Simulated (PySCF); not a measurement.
## One molecule, many functionals

Species: Al2Cl2H4.
Z-matrix (Å and degrees, PBE0-D3(BJ)/def2-SVP geometry), rows numbered from 1:
```
Al
Cl  1  2.3163
Al  2  2.3180  1   90.64
Cl  3  2.3163  2   89.36  1     0.00
H   1  1.5762  2  108.05  3   108.85
H   1  1.5761  2  108.07  3  -108.90
H   3  1.5762  2  108.12  1   108.79
H   3  1.5761  2  108.12  1  -108.84
```

Linear-response calculations in the def2-SVPD basis (PySCF; singlets by full response, triplets Tamm–Dancoff, core orbitals frozen in the response; HF means time-dependent Hartree–Fock). 'Strongest' is the level of largest summed f among the singlets computed (10 roots, of which the last may lack a degenerate partner); it can jump between rows when another state enters that window. S1 is the lowest singlet of each run and needn't be the same state throughout; f(S1) is that of one state. Geometry: PBE0-D3(BJ)/def2-SVP; no solvent, vibrations or thermal averaging.

```tsv
functional	kind	S1 (eV)	f(S1)	strongest (eV)	T1 (eV)	HOMO (eV)	gap (eV)	ionisation energy, ΔSCF (eV)
LDA	LDA	5.17	0.000	7.00	5.00	-7.16	5.09	9.69
PBE	GGA	5.39	0.000	7.14	5.18	-7.15	5.34	9.68
B3LYP	global hybrid, 20% exact exchange	6.05	0.000	7.86	5.78	-8.24	7.01	10.20
PBE0	global hybrid, 25% exact exchange	6.15	0.000	8.08	5.79	-8.43	7.38	10.25
BHandHLYP	global hybrid, 50% exact exchange	6.77	0.000	8.30	6.34	-9.65	9.38	10.72
CAM-B3LYP	range-separated hybrid	6.48	0.000	8.02	6.09	-9.81	9.67	10.68
wB97X-D	range-separated hybrid	6.55	0.000	8.11	6.24	-10.32	10.98	10.66
LC-wPBE	range-separated hybrid	6.88	0.000	8.60	6.31	-11.19	12.12	11.19
HF	Hartree–Fock	7.67	0.000	10.12	6.85	-11.58	13.20	not settled
```

S1 runs from 5.17 eV (LDA) to 7.67 eV (HF), a spread of 2.51 eV, while the orbital gap spreads over 8.1 eV. Along PBE (0%), B3LYP (20%), PBE0 (25%), BHandHLYP (50%), HF (100%) S1 rises with the share of exact exchange. −ε(HOMO) comes closest to its own ΔSCF ionisation energy with LC-wPBE (0.00 eV) and misses most with LDA (-2.53 eV). 'Not settled' means that the ion's SCF failed to converge or may have ended in another state than the lowest.
